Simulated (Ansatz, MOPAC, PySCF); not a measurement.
Isomers of C2H4Cl2: 1 is ClCCCl, 2 is ClC(C)Cl; one conformer of each (the lowest of an xTB search), B3LYP-D3(BJ)/def2-TZVP minima.
Isomer 1 (charge 0, multiplicity 1):
```xyz
8

Cl    -1.805     0.920     0.783
C     -0.715    -0.228    -0.082
C      0.715     0.228     0.082
Cl     1.805    -0.920    -0.783
H     -0.873    -1.212     0.351
H     -1.016    -0.233    -1.126
H      0.873     1.212    -0.351
H      1.016     0.233     1.126
```
Isomer 2 (charge 0, multiplicity 1, Z-matrix in Å and degrees):
```
C
H 1 1.0842
C 1 1.5083 2 112.86
H 3 1.0888 1 110.46 2 180.00
H 3 1.0903 4 109.02 1 -120.45
H 3 1.0903 4 109.02 5 -119.09
Cl 1 1.7967 2 105.83 3 121.45
Cl 1 1.7967 2 105.83 3 -121.45
```

No zero-point or thermal terms.

Rows in 6-31G*, LANL2DZ carry no dispersion term and start afresh at each structure (6-31G* with six Cartesian d functions). LANL2DZ brings its own core potentials from Na on. The state that PM3 reach isn't checked.

Programs: Ansatz (Gaussian orbitals); MOPAC for PM3 (differences of heats of formation); PySCF for 6-31G* rows, LANL2DZ rows. Values without a source in brackets are computed.

Question: One of these levels gives 0.022 eV for the electronic energy of isomer 2 less that of isomer 1. Name it.
(A) HF/6-31G*
(B) PM3
(C) revPBE/def2-TZVPP
(D) B3LYP/LANL2DZ

Answer: C, revPBE/def2-TZVPP. The others give -0.052 (PM3), 0.149 (HF/6-31G*), 0.094 (B3LYP/LANL2DZ)

Ansatz is a first-principles code.
